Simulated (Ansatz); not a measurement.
Molecule: C₃H₁₂OSi₂, charge 0, multiplicity 1. SMILES: [SiH3]CCCO[SiH3]
Structure (B3LYP-D3(BJ)/def2-TZVP (Ansatz, a quantum-chemistry and plane-wave program) minimum search):
```
C
H 1 1.0954
H 1 1.0974 2 107.51
O 1 1.4242 2 109.67 3 -119.25
C 1 1.5182 2 109.99 3 120.25
H 5 1.0936 1 108.40 2 55.52
H 5 1.0944 6 106.82 1 115.80
C 5 1.5342 6 109.60 7 119.50
H 8 1.0927 5 109.40 6 58.11
H 8 1.0939 9 106.27 5 117.95
Si 4 1.6457 1 123.49 2 71.32
H 11 1.4763 4 106.43 1 175.39
H 11 1.4845 12 110.56 4 120.17
H 11 1.4854 12 110.07 13 119.28
Si 8 1.8836 9 107.94 10 115.00
H 15 1.4829 8 111.90 9 54.82
H 15 1.4830 16 108.18 3 167.52
H 15 1.4856 16 107.90 17 117.33
```

Property: vertical ionisation energy (to the doublet state of charge +1; each state is the SCF solution reached for its spin), in eV. Cores are frozen in the correlated levels unless marked. UHF or UKS for open shells. Spin-orbit coupling is left out. No relativistic terms. 

```tsv
level	program	vertical ionisation energy (eV)
HF/aug-cc-pV(D+d)Z	Ansatz	9.42
PBE/def2-TZVPD	Ansatz	9.42
r2SCAN/def2-TZVPD	Ansatz	9.64
B3LYP/def2-TZVPD	Ansatz	9.95
PBE0/def2-TZVPD	Ansatz	9.98
BHLYP/def2-TZVPD	Ansatz	10.32
MP2/aug-cc-pV(D+d)Z	Ansatz	10.98
CCSD/aug-cc-pV(D+d)Z	Ansatz	10.46
CCSD(T)/aug-cc-pV(D+d)Z	Ansatz	10.47
```
